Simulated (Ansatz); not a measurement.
Na5⁻ was relaxed with PBE0 (def2-SVPD) in Ansatz in these states: charge -1 quintet, charge -1 singlet, charge -1 triplet. The geometries follow in no particular order.

A:

```tsv
atom	x (Å)	y (Å)	z (Å)
Na1	0.389	2.177	1.152
Na2	2.687	2.748	-1.243
Na3	-1.687	-0.726	1.529
Na4	-2.009	-3.602	-0.231
Na5	0.620	-0.597	-1.206
```

B:

```xyz
5

Na   -0.6122   -2.5669   -0.6969
Na    2.8846   -1.8785   -2.2510
Na   -2.2671    0.0092    1.5183
Na   -0.8947    3.6435    1.6874
Na    0.8895    0.7927   -0.2577
```

C:

```xyz
5

Na   -0.0831   -1.6535   -2.0545
Na    3.4204   -0.4359   -1.2109
Na   -2.5747   -0.5046   -0.1282
Na   -1.6320    1.8873    2.6814
Na    0.8693    0.7067    0.7122
```

Question: Judge from the bond lengths which geometry belongs to which state (an estimate).

Answer: A is the charge -1 triplet (Na4–Na5 4.110 Å, Na2–Na5 3.932 Å, Na1–Na2 3.369 Å); B is the charge -1 quintet (Na4–Na5 3.885 Å, Na2–Na5 3.884 Å, Na1–Na2 3.888 Å); C is the charge -1 singlet (Na4–Na5 3.395 Å, Na2–Na5 3.393 Å, Na1–Na2 3.804 Å).
